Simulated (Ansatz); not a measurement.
# CHFGaO: structure from calculated spectroscopic constants

These gas-phase data were calculated for one isomer of CHFGaO at PBE0-D3(BJ)/def2-SVP (harmonic, unscaled wavenumbers; equilibrium rotational constants with average atomic masses):

| Quantity | Value |
| --- | --- |
| rotational constants | 17.56, 2.372, 2.095 GHz |
| all wavenumbers above 1500 cm⁻¹ | 3129 |

Candidates:

(1) `O=[CH][Ga][F]`, a doublet
(2) `F[CH][O][Ga]`, a doublet

**Question.** Assign the data to one candidate and say why.

**Answer.** Candidate (2). No mode falls between 1680 and 1980 cm⁻¹, where the C=O stretch of (1) would stand.

The same quantities for all candidates:

```
     rotational constants (GHz)  wavenumbers above 1500 cm⁻¹  E above the lowest, PBE0-D3(BJ)/def2-SVP (kcal/mol)
(1)         12.41, 2.652, 2.185                   2802, 1915                                                  0.0
(2)         17.56, 2.372, 2.095                         3129                                                  3.6
```

Each candidate is one conformer. Open shells are spin-unrestricted. Programs: Ansatz 0.2.0.
